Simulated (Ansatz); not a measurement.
Ansatz (a first-principles code) input (RPA@PBE/def2-QZVPP):
A basis named .json is the Basis Set Exchange file of that set.

Ansatz 0.2 input:
```yaml
crystal:
  periodic: [false, false, false]
  atoms:
    - {symbol: Re, position_ang: [0.08392860, -0.01835427, 0.02901649]}
    - {symbol: O, position_ang: [1.36042868, -0.39177991, -1.01713727]}
    - {symbol: O, position_ang: [0.51467451, -0.01828477, 1.66541339]}
    - {symbol: F, position_ang: [-0.88402535, 1.50168945, -0.48779763]}
    - {symbol: F, position_ang: [-1.48213807, -0.98423523, -0.33025187]}
basis:
  gaussian:
    orbitals: def2-QZVPP.json
hamiltonian:
  xc: pbe
magnetization: {spin_polarized: true, initial_magnetization: 1}
correlation: {method: rpa, electrons: outside_noble_gas}
```

End of the output:

```
integrals: 1.31 GiB planned
2045 factors; integrals over basis functions are off by at most 7.4e-4 eV
mean field: 2.30 GiB planned
mean field evaluation 1: about -11638.7360 eV, gradient 8.2e1 eV
mean field evaluation 2: about -11638.7395 eV, gradient 8.2e1 eV
mean field evaluation 4: about -11641.1530 eV, gradient 7.6e1 eV
mean field evaluation 8: about -11659.7262 eV, gradient 9.0e-1 eV
mean field evaluation 16: about -11659.7291 eV, gradient 1.5e-3 eV
mean field evaluation 32: about -11658.2372 eV, gradient 1.1e-6 eV
mean field evaluation 64: about -11625.5054 eV, gradient 3.8e1 eV
mean field -11659.72907581 eV, -428.4871402878 hartree, gradient 7.6e-6 eV, S^2 0.753683; 3 other end points of the search recorded, 0 dependent functions left out
8 core orbitals not correlated
reference -11598.97225149 eV, -426.2543681764 hartree; 17, 16 occupied and 291, 292 virtual orbitals, 2045 factors
Total energy: -11654.52582886 eV, -428.2959244894 hartree
```

The spin state was set by rule; other spins were not relaxed.
